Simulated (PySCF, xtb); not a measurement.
C4H10BN, SMILES C=C(C)B(C)N.

GFN2-xTB in xtb at its own geometry gives an orbital gap of 4.52 eV and a dipole moment of 1.53 D.

The structure is a stationary point at TPSSh-D3(BJ)/def2-SVP. The structure was generated by enumeration, and PubChem lists no compound with its InChIKey, so it may never have been made. The values are those of a single conformer.

What does ωB97X/def2-TZVP in PySCF give? (The exact figures need the calculation; the answer reports its results.)

gap 11.32 eV (levels -9.37 and 1.95 eV), dipole 1.15 D.
